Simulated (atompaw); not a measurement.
## terbium (Tb): PAW (atompaw) pseudisation with PBEsol, scalar-relativistic reference atom.

- Element: Tb
- Generator: atompaw 4.2.0.5
- Type: PAW
- Functional: PBEsol
- Relativity: scalar-relativistic
- Frozen core: [Kr] 4d10
- Valence charge: 19
- Reference configuration: 4f9 5s2 5p6 5d1 6s1 6p0
- Partial waves: 5s (bound): rc 1.75 bohr; 6s (bound): rc 2.55 bohr; 5p (bound): rc 1.75 bohr; 6p (bound, empty): rc 2.55 bohr; 5d (bound): rc 2.50 bohr; 5d channel at 3.3 Ry: rc 2.50 bohr; 4f (bound): rc 1.30 bohr; 4f channel at 1.95 Ry: rc 1.30 bohr
- Local potential: troulliermartins scheme with l = 4 at 0 Ry, radius 2.45 bohr
- Core correction: smooth core density matched at 2.05 bohr
- Augmentation charge: sinc compensation charge, radius 2.40 bohr; PAW radius 2.55 bohr; waves and projectors: custom polynom2 7 10 vanderbiltortho

All-electron outer shells of the reference configuration (PBEsol, scalar-relativistic, ld1.x):

| shell | level (eV) | outermost node (bohr) | outermost maximum (bohr) |
| --- | --- | --- | --- |
| 4p | -279.29 | 0.28 | 0.53 |
| 4d | -146.02 | 0.26 | 0.55 |
| 5s | -46.63 | 0.64 | 1.18 |
| 5p | -24.03 | 0.69 | 1.35 |
| 6s | -3.47 | 1.61 | 3.58 |
| 4f | -2.27 | – | 0.56 |
| 6p | -1.10 | 1.97 | 5.08 |
| 5d | -0.94 | 0.78 | 2.20 |

(1) Does the potential have ghost states?

(2) Is the overlap operator S = 1 + Σ q|β⟩⟨β| positive definite (Bessel basis up to 400 Ry)?

Results:

(1) No extra level below or beside the all-electron valence levels (s, p, d, f tested).

(2) Yes: its lowest eigenvalue is 0.35 (p channel).
